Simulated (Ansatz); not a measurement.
A made-up structure of GeSiH$_{5}$ (charge -1), closed shell:

```json
{"atom": "Si1", "x (Å)": "0.0561", "y (Å)": "-1.6481", "z (Å)": "-0.3742"}
{"atom": "Ge2", "x (Å)": "0.2585", "y (Å)": "0.7479", "z (Å)": "-0.1070"}
{"atom": "H3", "x (Å)": "0.0778", "y (Å)": "-1.8779", "z (Å)": "1.1463"}
{"atom": "H4", "x (Å)": "-1.4778", "y (Å)": "-1.5684", "z (Å)": "-0.4504"}
{"atom": "H5", "x (Å)": "0.0207", "y (Å)": "1.5645", "z (Å)": "-1.4256"}
{"atom": "H6", "x (Å)": "-0.6309", "y (Å)": "1.5515", "z (Å)": "0.9129"}
{"atom": "H7", "x (Å)": "0.9616", "y (Å)": "-2.5507", "z (Å)": "-0.9919"}
```

It is relaxed with PBE-D4/def2-SVPD and then PBE0-D4/def2-TZVPD (Ansatz 0.2.0). Atoms count as bonded within 1.22 times the sum of their covalent radii (H–H: 0.88 Å). The end point is not checked to be a true minimum.

(1) Does its bonding change? (A judgement: the text doesn't fix the answer.)

## Answers

(1) Computed: No: no bond forms or breaks.

Where it ends: The first stage lowers the energy by 1.86 eV in 8 steps. It ends as GeSiH₅ ([SiH3][GeH2]), total charge -1:
```json
{"atom": "Si1", "x (Å)": "-0.0653", "y (Å)": "-1.3533", "z (Å)": "-0.1308"}
{"atom": "Ge2", "x (Å)": "0.6460", "y (Å)": "0.9659", "z (Å)": "-0.0386"}
{"atom": "H3", "x (Å)": "0.0895", "y (Å)": "-2.0830", "z (Å)": "1.1835"}
{"atom": "H4", "x (Å)": "-1.4709", "y (Å)": "-1.7382", "z (Å)": "-0.5357"}
{"atom": "H5", "x (Å)": "-0.0178", "y (Å)": "1.2585", "z (Å)": "-1.4714"}
{"atom": "H6", "x (Å)": "-0.6841", "y (Å)": "1.3724", "z (Å)": "0.7643"}
{"atom": "H7", "x (Å)": "0.7688", "y (Å)": "-2.2034", "z (Å)": "-1.0611"}
```

Labels in which every atom is bracketed show which atoms are joined, not bond orders.

For scale, one of the runs: PBE0-D4/def2-TZVPD relaxation, 142 basis functions, launched by `ansatz run in.yaml --threads 2 --pin off --events-out ev --progress --plain --max-ram 4352MiB`. Hardware: 2 CPU threads of an Arm Neoverse V1, shared host. Wall time about 14 s.
